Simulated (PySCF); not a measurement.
Point-charge models of n-Bu2O (`CCCCOCCCC`) against its computed dipole.

Coordinates (GFN2-xTB, Å) and charges (e) from the PBE0/pcSseg-1 density (PySCF):

| atom | x | y | z | Mulliken | IAO | Hirshfeld | ESP-fitted |
| --- | --- | --- | --- | --- | --- | --- | --- |
| C1 | -3.653 | 1.822 | -0.133 | -0.2584 | -0.4163 | -0.1178 | -0.4441 |
| C2 | -2.685 | 0.665 | -0.339 | -0.2879 | -0.2487 | -0.0685 | +0.3177 |
| C3 | -2.293 | 0.017 | 0.986 | -0.2370 | -0.2549 | -0.0718 | -0.1045 |
| C4 | -1.293 | -1.117 | 0.794 | +0.0661 | -0.0404 | +0.0046 | -0.0951 |
| O5 | -0.085 | -0.584 | 0.307 | -0.5282 | -0.4011 | -0.1225 | -0.2437 |
| C6 | 0.904 | -1.558 | 0.079 | +0.0660 | -0.0404 | +0.0045 | -0.0650 |
| C7 | 2.167 | -0.872 | -0.430 | -0.2370 | -0.2548 | -0.0718 | -0.1149 |
| C8 | 2.785 | 0.041 | 0.626 | -0.2881 | -0.2486 | -0.0686 | +0.3202 |
| C9 | 4.025 | 0.751 | 0.096 | -0.2583 | -0.4161 | -0.1178 | -0.4198 |
| H10 | -3.204 | 2.588 | 0.494 | +0.1071 | +0.1358 | +0.0383 | +0.1034 |
| H11 | -3.921 | 2.273 | -1.086 | +0.1139 | +0.1399 | +0.0394 | +0.0987 |
| H12 | -4.564 | 1.475 | 0.351 | +0.1028 | +0.1326 | +0.0361 | +0.0913 |
| H13 | -3.145 | -0.086 | -0.986 | +0.1080 | +0.1243 | +0.0332 | -0.0413 |
| H14 | -1.779 | 1.022 | -0.831 | +0.1314 | +0.1418 | +0.0329 | -0.0439 |
| H15 | -1.839 | 0.768 | 1.635 | +0.1204 | +0.1369 | +0.0372 | +0.0470 |
| H16 | -3.180 | -0.378 | 1.485 | +0.1121 | +0.1307 | +0.0395 | +0.0433 |
| H17 | -1.115 | -1.632 | 1.753 | +0.0993 | +0.1116 | +0.0298 | +0.0771 |
| H18 | -1.690 | -1.860 | 0.083 | +0.0863 | +0.1073 | +0.0287 | +0.0684 |
| H19 | 1.117 | -2.106 | 1.012 | +0.0863 | +0.1073 | +0.0287 | +0.0616 |
| H20 | 0.545 | -2.289 | -0.665 | +0.0992 | +0.1115 | +0.0297 | +0.0683 |
| H21 | 2.886 | -1.638 | -0.729 | +0.1122 | +0.1307 | +0.0396 | +0.0423 |
| H22 | 1.905 | -0.282 | -1.309 | +0.1204 | +0.1368 | +0.0372 | +0.0492 |
| H23 | 3.051 | -0.552 | 1.504 | +0.1080 | +0.1243 | +0.0331 | -0.0438 |
| H24 | 2.038 | 0.775 | 0.929 | +0.1315 | +0.1418 | +0.0330 | -0.0455 |
| H25 | 3.774 | 1.356 | -0.772 | +0.1071 | +0.1357 | +0.0383 | +0.0964 |
| H26 | 4.449 | 1.401 | 0.857 | +0.1139 | +0.1399 | +0.0393 | +0.0914 |
| H27 | 4.782 | 0.027 | -0.199 | +0.1030 | +0.1325 | +0.0362 | +0.0853 |

Problem. Form Σ q r in debye for every column and set it beside the full dipole.

Solution. The full density gives (-0.15, -1.04, 0.18) D, 1.06 D in size; dipole vectors point from the negative to the positive end.

| scheme | μx | μy | μz | size (D) | share of the full size (%) | angle to the full dipole (°) |
| --- | --- | --- | --- | --- | --- | --- |
| Mulliken | -0.19 | -1.30 | 0.22 | 1.33 | 125 | 0 |
| IAO | -0.23 | -1.55 | 0.27 | 1.58 | 149 | 0 |
| Hirshfeld | -0.10 | -0.65 | 0.11 | 0.66 | 62 | 0 |
| ESP-fitted | -0.15 | -1.05 | 0.18 | 1.08 | 101 | 0 |

Problem. Which set comes closest?

Solution. Length of the difference vector: ESP-fitted 0.01 D, Mulliken 0.26 D, Hirshfeld 0.40 D, IAO 0.52 D. Closest: ESP-fitted. ESP charges are fitted to the potential around the molecule, whose slowest-falling term is the dipole's. 

Problem. What is left for the Hirshfeld atoms' own dipoles?

Solution. The shares of the density sum to the whole, so what Σ q r misses lies in dipoles about the nuclei. The atomic dipoles sum to (-0.15, -1.04, 0.18) − (-0.10, -0.65, 0.11) = (-0.05, -0.39, 0.07) D, 0.40 D in size.

Problem. With the origin at the mean of the coordinates, (-0.001, 0.001, 0.204) Å, which are the largest single terms, by size, of the Hirshfeld dipole along the direction of the full one?

Solution. C9 +0.75, C1 +0.74, H25 -0.37, H10 -0.37, H26 -0.36 D; all 27 atoms together +0.66 D. The single terms depend on the origin, their sum doesn't.

Problem. Give the size of the full dipole in other units.

Solution. 1.06 D = 0.419 au = 0.222 e·Å = 3.55 × 10⁻³⁰ C·m.

The structure is a single GFN2-xTB conformer in the gas phase; no vibrational or solvent corrections.

These values come from a run that also computed NMR shieldings. The run took 93 s wall on x86-64 server, one thread, shared host.
